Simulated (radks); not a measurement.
Values are calculated unless marked as measured or tabulated.
How relativity changes the ionisation of the silicon ion Si3+ ([Ne] 3s1) to Si4+ ([Ne]). Spin-unpolarised spherical Kohn-Sham, PBE, point nucleus unless stated (finite: rms radius 3.1224 fm), a radial shooting solver on a logarithmic mesh with Libxc functionals. A level marked "c x" has the speed of light scaled by that factor.

level                        E(Si3+) (hartree)  E(Si4+) (hartree)  IE (eV)   HOMO  <r> HOMO (bohr)
non-rel.                            -287.08386         -285.42809   45.056     3s            1.850
scalar-rel.                         -287.71625         -286.05692   45.153     3s            1.846
scalar-rel., finite nucleus         -287.71605         -286.05673   45.153     3s            1.846
Dirac                               -287.71662         -286.05729   45.152  3s1/2            1.846
Dirac, finite nucleus               -287.71642         -286.05710   45.152  3s1/2            1.846
Dirac, c x 1.25                     -287.48807         -285.83003   45.118  3s1/2            1.847
Dirac, c x 3                        -287.15385         -285.49768   45.066  3s1/2            1.849
Dirac, c x 10                       -287.09016         -285.43435   45.057  3s1/2            1.850

NIST Atomic Spectra Database: 45.142 eV (measured). The relativistic part of the total energy of Si3+ is -0.6326 hartree (Dirac, finite nucleus), 0.22 % of the non-relativistic value. Spin polarisation and multiplet splitting of open shells are left out at every level.

Beside tabulated values, note that spin-unpolarised runs miss the spin-polarisation part of the exchange energy of open shells.
